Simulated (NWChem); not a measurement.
System: CH4Ge, singlet; SMILES [CH3][GeH]

Input file for NWChem:

```
start job
memory heap 200 mb stack 900 mb global 1100 mb
geometry units angstroms noautoz
  Ge     0.037340    -0.451655    -0.000441
  H     -1.581719    -0.526574     0.000720
  C      0.035589     1.557346    -0.000434
  H      1.053324     1.992299    -0.004245
  H     -0.519328     1.927105     0.890182
  H     -0.527740     1.929486    -0.884606
end
basis spherical
  * library def2-svp
end
dft
  xc r2scan
  iterations 150
  vectors input atomic output neutral.movecs
end
task dft energy
charge 1
dft
  odft
  mult 2
  vectors input atomic output cation.movecs
end
task dft energy
```

Parts of the log:

```
             Northwest Computational Chemistry Package (NWChem) 7.3.0
             --------------------------------------------------------

 C1  symmetry detected

                             Geometry "geometry" -> ""
                             -------------------------

 Output coordinates in angstroms (scale by  1.889725989 to convert to a.u.)

  No.       Tag          Charge          X              Y              Z
 ---- ---------------- ---------- -------------- -------------- --------------
    1 Ge                  32.0000     0.04585355    -0.45630364    -0.00003705
    2 H                    1.0000    -1.57238154    -0.54730606     0.00000530
    3 C                    6.0000     0.02414101     1.55258079    -0.00014619
    4 H                    1.0000     1.03750644     1.99762447    -0.00327620
    5 H                    1.0000    -0.53504061     1.91685262     0.89006357
    6 H                    1.0000    -0.54224395     1.91906062    -0.88472997

 Effective nuclear repulsion energy (a.u.)      91.6228467528

                                 NWChem DFT Module
                                 -----------------

 Summary of "ao basis" -> "ao basis" (spherical)
 ------------------------------------------------------------------------------
       Tag                 Description            Shells   Functions and Types
 ---------------- ------------------------------  ------  ---------------------
 Ge                         def2-svp                12       32   5s4p3d
 H                          def2-svp                 3        5   2s1p
 C                          def2-svp                 6       14   3s2p1d

            General Information
            -------------------
          SCF calculation type: DFT
          Wavefunction type:  closed shell.
          No. of atoms     :     6
          No. of electrons :    42
           Alpha electrons :    21
            Beta electrons :    21
          Charge           :     0
          Spin multiplicity:     1
          Use of symmetry is: off; symmetry adaption is: off
          Maximum number of iterations: 150
          AO basis - number of functions:    66
                     number of shells:    30
          Convergence on energy requested:  1.00D-06
          Convergence on density requested:  1.00D-05
          Convergence on gradient requested:  5.00D-04

              XC Information
              --------------
                      r^2SCAN Method XC Functional
               r^2SCAN metaGGA Exchange Functional  1.000
                     r^2SCAN Correlation Potential  1.000

             Grid Information
             ----------------
          Grid used for XC integration:  medium
          Radial quadrature: Mura-Knowles
          Angular quadrature: Lebedev.
          Tag              B.-S. Rad. Rad. Pts. Rad. Cut. Ang. Pts.
          ---              ---------- --------- --------- ---------
          Ge                  1.25      112           8.0       590
          H                   0.35       45          10.0       434
          C                   0.70       49           8.0       434
          Grid pruning is: on
          Number of quadrature shells:   341
          Spatial weights used:  Erf1

      Superposition of Atomic Density Guess
      -------------------------------------

 Sum of atomic energies:       -2114.66541693

      Non-variational initial energy
      ------------------------------

 Total energy =   -2115.287644
 1-e energy   =   -3129.179620
 2-e energy   =     922.269129
 HOMO         =      -0.222909
 LUMO         =      -0.069508

   convergence    iter        energy       DeltaE   RMS-Dens  Diis-err
 ---------------- ----- ----------------- --------- --------- ---------
 d= 0,ls=0.0,diis     1  -2117.1135032053 -2.21D+03  1.08D-02  1.86D-01
 d= 0,ls=0.0,diis     2  -2117.1229514923 -9.45D-03  5.68D-03  1.04D-01
 d= 0,ls=0.0,diis     3  -2117.1342146343 -1.13D-02  2.07D-03  2.96D-02
 d= 0,ls=0.0,diis     4  -2117.1385224388 -4.31D-03  4.26D-04  1.69D-03
 d= 0,ls=0.0,diis     5  -2117.1386746367 -1.52D-04  9.10D-05  2.15D-05
  Resetting Diis
 d= 0,ls=0.0,diis     6  -2117.1386775876 -2.95D-06  2.05D-05  1.02D-06
 d= 0,ls=0.0,diis     7  -2117.1386777915 -2.04D-07  4.00D-06  2.12D-08

         Total DFT energy =    -2117.138677791482
      One electron energy =    -3130.454407936827
           Coulomb energy =     1007.543733095361
    Exchange-Corr. energy =      -85.850849702865
 Nuclear repulsion energy =       91.622846752849

 Numeric. integr. density =       42.000005034857

                       DFT Final Molecular Orbital Analysis
                       ------------------------------------

 Vector   19  Occ=2.000000D+00  E=-3.671186D-01
              MO Center= -2.3D-01,  1.7D+00,  3.7D-03, r^2= 1.4D+00
   Bfn.  Coefficient  Atom+Function         Bfn.  Coefficient  Atom+Function
  ----- ------------  ---------------      ----- ------------  ---------------
    43      0.424300  3 C  pz                57      0.309555  5 H  s
    62     -0.307222  6 H  s                 46      0.203633  3 C  pz
    58      0.121644  5 H  s                 63     -0.120656  6 H  s
    14      0.070274  1 Ge pz                17      0.050529  1 Ge pz
    11     -0.041715  1 Ge pz                19     -0.028626  1 Ge d -1

 Vector   20  Occ=2.000000D+00  E=-2.715156D-01
              MO Center= -4.3D-01,  2.9D-01, -1.9D-04, r^2= 2.8D+00
   Bfn.  Coefficient  Atom+Function         Bfn.  Coefficient  Atom+Function
  ----- ------------  ---------------      ----- ------------  ---------------
    42      0.338457  3 C  py                33      0.299668  2 H  s
    13     -0.237333  1 Ge py                12     -0.214614  1 Ge px
    34      0.210476  2 H  s                 45      0.211094  3 C  py
    52      0.159645  4 H  s                 10      0.136715  1 Ge py
    15     -0.136496  1 Ge px                16     -0.128957  1 Ge py

 Vector   21  Occ=2.000000D+00  E=-2.061370D-01
              MO Center=  7.6D-02, -4.0D-01,  6.6D-05, r^2= 2.9D+00
   Bfn.  Coefficient  Atom+Function         Bfn.  Coefficient  Atom+Function
  ----- ------------  ---------------      ----- ------------  ---------------
     4      0.398617  1 Ge s                  5      0.324293  1 Ge s
    12      0.259587  1 Ge px                13     -0.250917  1 Ge py
    15      0.229383  1 Ge px                42      0.230335  3 C  py
     3     -0.227630  1 Ge s                 33     -0.221040  2 H  s
    16     -0.210091  1 Ge py                34     -0.202839  2 H  s

 Vector   22  Occ=0.000000D+00  E=-1.202971D-01
              MO Center=  2.3D-02, -4.1D-01, -5.6D-05, r^2= 2.7D+00
   Bfn.  Coefficient  Atom+Function         Bfn.  Coefficient  Atom+Function
  ----- ------------  ---------------      ----- ------------  ---------------
    17      0.643935  1 Ge pz                14      0.500434  1 Ge pz
    11     -0.270073  1 Ge pz                58     -0.113001  5 H  s
    63      0.112383  6 H  s                 57     -0.102917  5 H  s
    62      0.102398  6 H  s                  8      0.087342  1 Ge pz
    43     -0.072483  3 C  pz                46     -0.026365  3 C  pz

 Vector   23  Occ=0.000000D+00  E= 2.415637D-02
              MO Center=  2.4D-02, -8.4D-02, -2.1D-04, r^2= 4.6D+00
   Bfn.  Coefficient  Atom+Function         Bfn.  Coefficient  Atom+Function
  ----- ------------  ---------------      ----- ------------  ---------------
    40      1.296458  3 C  s                 16     -0.805661  1 Ge py
    34     -0.719429  2 H  s                 15     -0.684550  1 Ge px
    63     -0.389439  6 H  s                 58     -0.387385  5 H  s
    53     -0.267108  4 H  s                 12     -0.241140  1 Ge px
    45     -0.225513  3 C  py                 5     -0.215068  1 Ge s

 Vector   24  Occ=0.000000D+00  E= 7.631817D-02
              MO Center= -3.6D-01, -2.4D-02,  2.4D-03, r^2= 4.8D+00
   Bfn.  Coefficient  Atom+Function         Bfn.  Coefficient  Atom+Function
  ----- ------------  ---------------      ----- ------------  ---------------
    40      1.405616  3 C  s                 34      1.258669  2 H  s
    15      0.980636  1 Ge px                 5     -0.938050  1 Ge s
    16     -0.729468  1 Ge py                 4     -0.523346  1 Ge s
    53     -0.411345  4 H  s                 58     -0.339742  5 H  s
    63     -0.332331  6 H  s                 45     -0.302437  3 C  py

     Multipole analysis of the density
     ---------------------------------

     L   x y z        total         alpha         beta         nuclear
     -   - - -        -----         -----         ----         -------
     0   0 0 0     -0.000000    -21.000000    -21.000000     42.000000

     1   1 0 0     -0.005932     -0.002966     -0.002966      0.000000
     1   0 1 0      0.335829      0.167915      0.167915     -0.000000
     1   0 0 1      0.000197      0.000099      0.000099      0.000000

     2   2 0 0    -20.685428    -17.841732    -17.841732     14.998036
     2   1 1 0      0.363262     -0.572352     -0.572352      1.507967
     2   1 0 1     -0.000036     -0.000083     -0.000083      0.000130
     2   0 2 0    -20.163359    -68.598968    -68.598968    117.034576
     2   0 1 1      0.003020     -0.000101     -0.000101      0.003221
     2   0 0 2    -16.846790    -11.235556    -11.235556      5.624323

                                 NWChem DFT Module
                                 -----------------

            General Information
            -------------------
          SCF calculation type: DFT
          Wavefunction type:  spin polarized.
          No. of atoms     :     6
          No. of electrons :    41
           Alpha electrons :    21
            Beta electrons :    20
          Charge           :     1
          Spin multiplicity:     2
          Use of symmetry is: off; symmetry adaption is: off
          Maximum number of iterations: 150
          AO basis - number of functions:    66
                     number of shells:    30
          Convergence on energy requested:  1.00D-06
          Convergence on density requested:  1.00D-05
          Convergence on gradient requested:  5.00D-04

              XC Information
              --------------
                      r^2SCAN Method XC Functional
               r^2SCAN metaGGA Exchange Functional  1.000
                     r^2SCAN Correlation Potential  1.000

             Grid Information
             ----------------
          Grid used for XC integration:  medium
          Radial quadrature: Mura-Knowles
          Angular quadrature: Lebedev.
          Tag              B.-S. Rad. Rad. Pts. Rad. Cut. Ang. Pts.
          ---              ---------- --------- --------- ---------
          Ge                  1.25      112           8.0       590
          H                   0.35       45          10.0       434
          C                   0.70       49           8.0       434
          Grid pruning is: on
          Number of quadrature shells:   341
          Spatial weights used:  Erf1

      Superposition of Atomic Density Guess
      -------------------------------------

 Sum of atomic energies:       -2114.66541693

 Renormalizing density from      42.00 to     41

      Non-variational initial energy
      ------------------------------

 Total energy =   -2084.178116
 1-e energy   =   -3054.675343
 2-e energy   =     878.874380
 HOMO         =      -0.589919
 LUMO         =      -0.438085

   convergence    iter        energy       DeltaE   RMS-Dens  Diis-err
 ---------------- ----- ----------------- --------- --------- ---------
 d= 0,ls=0.0,diis     1  -2116.4667803242 -2.21D+03  1.51D-02  1.83D+00
                                                     1.45D-02  1.81D+00
 d= 0,ls=0.0,diis     2  -2116.2053412546  2.61D-01  9.07D-03  3.57D+00
                                                     8.81D-03  3.55D+00
 d= 0,ls=0.0,diis     3  -2116.8181229659 -6.13D-01  9.13D-04  7.25D-04
                                                     1.11D-03  5.44D-04
 d= 0,ls=0.0,diis     4  -2116.8182872438 -1.64D-04  4.15D-04  6.10D-04
                                                     4.95D-04  6.16D-04
 d= 0,ls=0.0,diis     5  -2116.8187846067 -4.97D-04  9.76D-05  4.89D-05
                                                     1.24D-04  3.43D-05
  Resetting Diis
 d= 0,ls=0.0,diis     6  -2116.8188049253 -2.03D-05  3.82D-05  9.32D-06
                                                     7.50D-05  1.17D-05
 d= 0,ls=0.0,diis     7  -2116.8188131900 -8.26D-06  2.29D-05  7.47D-07
                                                     1.73D-05  3.79D-07
 d= 0,ls=0.0,diis     8  -2116.8188131777  1.23D-08  1.01D-05  7.76D-07
                                                     1.78D-05  9.79D-07
 d= 0,ls=0.0,diis     9  -2116.8188136964 -5.19D-07  5.24D-06  1.22D-07
                                                     2.38D-06  4.24D-08

         Total DFT energy =    -2116.818813696418
      One electron energy =    -3118.459862517906
           Coulomb energy =      995.588188489880
    Exchange-Corr. energy =      -85.569986421241
 Nuclear repulsion energy =       91.622846752849

 Numeric. integr. density =       41.000004828194

                    DFT Final Alpha Molecular Orbital Analysis
                    ------------------------------------------

 Vector   19  Occ=1.000000D+00  E=-5.933414D-01
              MO Center= -2.1D-01,  1.6D+00,  4.3D-03, r^2= 1.3D+00
   Bfn.  Coefficient  Atom+Function         Bfn.  Coefficient  Atom+Function
  ----- ------------  ---------------      ----- ------------  ---------------
    43      0.442637  3 C  pz                57      0.309176  5 H  s
    62     -0.306147  6 H  s                 46      0.217636  3 C  pz
    14      0.096358  1 Ge pz                58      0.076068  5 H  s
    63     -0.075363  6 H  s                 17      0.056425  1 Ge pz
    11     -0.052571  1 Ge pz                29      0.033807  1 Ge d -1

 Vector   20  Occ=1.000000D+00  E=-5.304773D-01
              MO Center= -3.5D-01,  3.9D-01, -3.7D-04, r^2= 2.8D+00
   Bfn.  Coefficient  Atom+Function         Bfn.  Coefficient  Atom+Function
  ----- ------------  ---------------      ----- ------------  ---------------
    33      0.335909  2 H  s                 42      0.331257  3 C  py
    12     -0.249084  1 Ge px                13     -0.243399  1 Ge py
    52      0.214290  4 H  s                 45      0.182106  3 C  py
    34      0.169900  2 H  s                 41      0.137929  3 C  px
     9      0.132983  1 Ge px                10      0.129911  1 Ge py

 Vector   21  Occ=1.000000D+00  E=-5.012505D-01
              MO Center=  4.8D-02, -1.8D-01,  5.1D-05, r^2= 2.8D+00
   Bfn.  Coefficient  Atom+Function         Bfn.  Coefficient  Atom+Function
  ----- ------------  ---------------      ----- ------------  ---------------
     4      0.389153  1 Ge s                 13     -0.350141  1 Ge py
    12      0.301790  1 Ge px                42      0.275992  3 C  py
    33     -0.219398  2 H  s                  3     -0.194409  1 Ge s
    16     -0.190502  1 Ge py                15      0.185723  1 Ge px
    10      0.180168  1 Ge py                 5      0.163714  1 Ge s

 Vector   22  Occ=0.000000D+00  E=-3.773536D-01
              MO Center=  4.6D-02, -4.1D-01,  4.0D-05, r^2= 2.4D+00
   Bfn.  Coefficient  Atom+Function         Bfn.  Coefficient  Atom+Function
  ----- ------------  ---------------      ----- ------------  ---------------
    14      0.611147  1 Ge pz                17      0.529793  1 Ge pz
    11     -0.300620  1 Ge pz                57     -0.108421  5 H  s
    62      0.107851  6 H  s                  8      0.096829  1 Ge pz
    58     -0.095050  5 H  s                 63      0.094456  6 H  s
    43     -0.088749  3 C  pz                29     -0.027917  1 Ge d -1

[...]
```

Level: r2SCAN/def2-SVP, vertical spin-unrestricted ions. Low-valent species are run as closed-shell singlets; no triplet was tried in these runs. Structure relaxed at the PBE-D3(BJ)/def2-SVP level.
